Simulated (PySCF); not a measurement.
CF3, SMILES F[C](F)F (connectivity only; charge and spin as stated), charge +1, multiplicity 1.

Geometry: B3LYP-D3(BJ)/def2-TZVP. The spin state was assumed, not searched. The isomer is the one that the SMILES or the coordinates give; other isomers of the formula were not compared.

Method: HF/def2-TZVPD (PySCF).

Symmetry labels are those of the subgroup C2v that the program uses (full group D3h).

Computed valence orbital energies around the gap with their symmetry:
| orbital | symmetry | energy (eV) |
|---|---|---|
| HOMO−7 | A1 | -33.66 |
| HOMO−6 | B1 | -33.66 |
| HOMO−5 | B2 | -32.16 |
| HOMO−4 | A1 | -29.17 |
| HOMO−3 | B1 | -29.17 |
| HOMO−2 | B2 | -28.52 |
| HOMO−1 | A2 | -28.52 |
| HOMO | B1 | -28.00 |
| LUMO | B2 | -5.55 |
| LUMO+1 | A1 | -3.72 |
| LUMO+2 | B2 | -1.70 |
| LUMO+3 | A1 | -1.69 |
